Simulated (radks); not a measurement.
The numbers below are computed, except where a source is named.
Excited configurations of Nb3+: one electron is placed in a higher orbital outside [Kr] 4d1. The ground configuration is [Kr] 4d2. Code: a radial shooting solver on a logarithmic mesh with Libxc functionals. Model: scalar-relativistic Kohn-Sham, BLYP, spin-polarised, spherical densities, finite nucleus; open shells are filled with parallel spins first (spin-orbit coupling, left out, can overturn this in heavy ions); Fermi nuclear charge, rms radius 4.324 fm. Excitation = E - E(ground); binding = E(ion) - E, where the ion is the core of charge +4; n* = 4/sqrt(2 binding) in atomic units, and the quantum defect is n - n*.

outer orbital  excitation (eV)  binding (eV)  quantum defect  eigenvalue (eV)  <r> (bohr)
5s                       5.620        31.728           2.381          -27.913       2.715
5p                      11.688        25.661           2.087          -22.400       3.104
5d                      20.036        17.312           1.454          -15.022       4.124
5f                      27.063        10.285           0.399           -8.838       6.513
6s                      20.686        16.662           2.385          -14.915       5.065
6p                      22.986        14.362           2.107          -12.765       5.659
6d                      26.540        10.809           1.512           -9.501       7.069
6f                      30.161         7.187           0.497           -6.317       10.11
7s                      26.948        10.400           2.425           -9.327       8.061
7p                      28.098         9.251           2.149           -8.284       8.857
7d                      29.935         7.413           1.581           -6.582       10.66
7f                      32.046         5.302           0.592           -4.702       14.35

The Delta-SCF ionisation energy is 37.348 eV (NIST Atomic Spectra Database: 37.61 eV, measured). Self-interaction in the functional shifts the binding energies and quantum defects, so they are the method's values and not measured ones. Open shells are spherical and high-spin; term and fine-structure splittings are not resolved.
